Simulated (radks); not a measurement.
Problem. These are the eigenvalues of the occupied orbitals of an atom or ion with whole-number occupations (hartree). Calculated with a radial shooting solver on a logarithmic mesh with Libxc functionals: scalar-relativistic Kohn-Sham, BLYP, spin-polarised, spherical densities, finite nucleus; Fermi nuclear charge, rms radius of each element as measured or else 0.836 A^(1/3) + 0.57 fm.

1s up: -17.67333
1s down: -17.62979
2s up: -3.29000

Which element is it, and in what charge state? The configuration may be excited. Open shells, if any, are filled with parallel spins first.

Solution. Z = 7, nitrogen, charge +4: N4+ in [He] 2s1. The list shows which subshells hold electrons but not how many an open one holds; the 1s level, -17.673 hartree, gives Z - s = 5.9 by -(Z - s)^2/2, which with screening and relativity narrows Z to a few neighbours, and the depths of the outer levels then fix element, charge and occupations together.
